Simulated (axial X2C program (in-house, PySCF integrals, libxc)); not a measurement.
Low determinants of YI at the PBE0 level, with spin–orbit coupling

Calculated with an in-house relativistic program for diatomic molecules. Two-component (2c) means X2C with spin–orbit coupling and atomic mean-field two-electron Coulomb and Gaunt terms. Basis: I dyall-cv3z [11s12p8d4f1g], Y dyall-cv3z [11s12p9d6f3g] (cores contracted in-house); Gaussian nuclei, density fitting, unrestricted open shells. Masses: I 126.904 u, Y 88.906 u.

Search at 2.773 Å (vertical energies from the lowest determinant):

| ΔE (eV) | state | electrons beyond evenly filled partner blocks | electrons in ±ω = 1/2, 3/2, 5/2, 7/2 |
| --- | --- | --- | --- |
| 0.00 | Ω = 0 | none | 60 26 6 0 |
| 0.37 | Ω = 1 | ω = -1/2, ω = 3/2 | 59 27 6 0 |
| 0.42 | Ω = 3 | ω = 1/2, ω = 5/2 | 59 26 7 0 |
| 0.62 | Ω = 2 | ω = 1/2, ω = 3/2 | 59 27 6 0 |
| 0.87 | Ω = 2 | ω = -1/2, ω = 5/2 | 59 26 7 0 |
| 0.90 | Ω = 1 | 2 × ω = 1/2 | 60 26 6 0 |
| 1.96 | Ω = 1 | ω = -3/2, ω = 5/2 | 58 27 7 0 |

Lowest determinant, Ω = 0 (closed shell): Re = 2.762 Å, ωe = 214.6 cm⁻¹.

The determinant in row 2 of the search, Ω = 1 (⟨Sz⟩ = -1.00, ⟨Lz⟩ = 2.00 at PBE0), was followed along the bond at PBE0; measured from the minimum of the lowest determinant it gives:

Te = 0.362 eV (2916 cm⁻¹), Re = 2.821 Å, ωe = 197.3 cm⁻¹.

**Question.** Compare the bond of the determinant in row 2 with that of the lowest one.

**Answer.** At PBE0 its Re is 0.059 Å longer and its force constant, which goes as ωe², is 0.85 times that of the lowest determinant. T0 ≈ Te + Δωe/2 = 2916 + (-9) = 2907 cm⁻¹.

The search compares states at one distance, so a state with another bond length can lie lower; it is not exhaustive and yields mostly the lowest determinant of each block pattern, so other components and higher states of one pattern are missing. These are energies of single determinants, not of spin-adapted states; PBE0 term energies can be off by some tenths of an eV, and the functional has no current term. Open-shell Ω = 0 determinants with evenly filled partner blocks cannot be reached by this program, so the Ω shown need not be the lowest component. The lowest determinant need not be the ground state where others lie within half an eV.
